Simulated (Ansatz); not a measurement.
Input and output for (ClGaNH)4 cubane (Ga₄N₄Cl₄H₄).

```yaml
crystal:
  periodic: [false, false, false]
  atoms:
    - {symbol: Ga, position_ang: [-1.153018, 1.252211, -0.388423]}
    - {symbol: Cl, position_ang: [-2.577010, 2.798669, -0.868550]}
    - {symbol: N, position_ang: [0.789124, 1.513787, -0.020349]}
    - {symbol: Ga, position_ang: [1.265388, -0.019426, -1.202864]}
    - {symbol: Cl, position_ang: [2.828425, -0.043613, -2.688170]}
    - {symbol: N, position_ang: [-0.679169, -0.308430, -1.535671]}
    - {symbol: Ga, position_ang: [-0.807016, -1.548140, 0.020813]}
    - {symbol: Cl, position_ang: [-1.803891, -3.460049, 0.046507]}
    - {symbol: N, position_ang: [-1.237347, 0.019016, 1.176086]}
    - {symbol: Ga, position_ang: [0.694708, 0.315319, 1.570489]}
    - {symbol: Cl, position_ang: [1.552135, 0.705201, 3.510238]}
    - {symbol: N, position_ang: [1.127475, -1.224441, 0.379980]}
    - {symbol: H, position_ang: [1.263304, 2.423370, -0.032570]}
    - {symbol: H, position_ang: [-1.087320, -0.493670, -2.458404]}
    - {symbol: H, position_ang: [-1.980788, 0.030353, 1.882842]}
    - {symbol: H, position_ang: [1.805009, -1.960160, 0.608026]}
basis:
  gaussian: {orbitals: def2-mTZVP, point_charges: [{charge: 1.00, position_ang: [7.748, 0.928, 0.454]}]}
hamiltonian: {xc: {name: B97M-V}}
output: {forces: true}
```

```sh
$ ansatz run in.yaml --threads 2 --pin off --events-out ev --progress --plain --max-ram 32768MiB --backend cuda --devices 0, --max-vram 18GiB
```

It prints (some lines left out):

```
Functional definition: B97M-V
3144 factors; their error is unknown
mean field evaluation 1: about -265556.0437 eV, gradient 1.4e2 eV
mean field evaluation 2: about -265433.1215 eV, gradient 2.5e2 eV
mean field evaluation 4: about -265588.5473 eV, gradient 2.8e1 eV
mean field evaluation 8: about -265590.1718 eV, gradient 2.8e-1 eV
mean field evaluation 16: about -265590.0837 eV, gradient 7.4e-4 eV
mean field -265590.08373219 eV, -9760.2555537333 hartree, gradient 3.7e-5 eV, S^2 0.000000; 0 other end points of the search recorded, 0 dependent functions left out
reference -265590.08381840 eV, -9760.2555569018 hartree; 112, 112 occupied and 208, 208 virtual orbitals, 3144 factors
Total energy: -265590.08381840 eV, -9760.2555569018 hartree
Atom 0 at    -1.153018     1.252211    -0.388423 Å, force    -0.263473     0.044758    -0.036351 eV/Å
Atom 1 at    -2.577010     2.798669    -0.868550 Å, force     0.269488    -0.245845     0.080430 eV/Å
Atom 2 at     0.789124     1.513787    -0.020349 Å, force     0.304776     0.059364     0.005532 eV/Å
Atom 3 at     1.265388    -0.019426    -1.202864 Å, force    -0.477105    -0.036532     0.125260 eV/Å
Atom 4 at     2.828425    -0.043613    -2.688170 Å, force     0.055328     0.022269     0.119968 eV/Å
Atom 5 at    -0.679169    -0.308430    -1.535671 Å, force     0.171786     0.012221    -0.052742 eV/Å
Atom 6 at    -0.807016    -1.548140     0.020813 Å, force    -0.246372    -0.110277    -0.013209 eV/Å
Atom 7 at    -1.803891    -3.460049     0.046507 Å, force     0.200562     0.313701    -0.001549 eV/Å
Atom 8 at    -1.237347     0.019016     1.176086 Å, force     0.129156     0.020892     0.049319 eV/Å
Atom 9 at     0.694708     0.315319     1.570489 Å, force    -0.318175    -0.044989    -0.073866 eV/Å
Atom 10 at     1.552135     0.705201     3.510238 Å, force     0.022293    -0.027670    -0.196964 eV/Å
Atom 11 at     1.127475    -1.224441     0.379980 Å, force     0.313847     0.014247     0.010847 eV/Å
Atom 12 at     1.263304     2.423370    -0.032570 Å, force    -0.375940    -0.558895     0.002703 eV/Å
Atom 13 at    -1.087320    -0.493670    -2.458404 Å, force     0.249692     0.119252     0.605611 eV/Å
Atom 14 at    -1.980788     0.030353     1.882842 Å, force     0.478471    -0.008929    -0.467015 eV/Å
Atom 15 at     1.805009    -1.960160     0.608026 Å, force    -0.500261     0.429758    -0.141310 eV/Å
Dipole moment:    -0.353057    -0.040946    -0.008241 e Å
```

Run time 7.5 s (2 threads of AMD EPYC 7R13 on a shared host and a share (18 GiB) of an NVIDIA H100 80GB HBM3), peak host memory 1.1 GiB.
